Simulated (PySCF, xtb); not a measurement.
CH5InO, SMILES [CH3][InH][OH].

GFN2-xTB (xtb) at its own geometry gives an orbital gap of 4.03 eV and a dipole moment of 1.80 D.

Geometry optimised at B3LYP-D3(BJ)/def2-SVP. The def2 effective core potentials stand for the cores of In; spin–orbit coupling is left out. One conformer was computed; it need not be the lowest.

Task: What does r2SCAN/def2-TZVPD (PySCF) give? (An estimate is asked for; the answer gives what the named calculation found.)

Result: gap 5.21 eV (levels -6.80 and -1.59 eV), dipole 1.86 D.
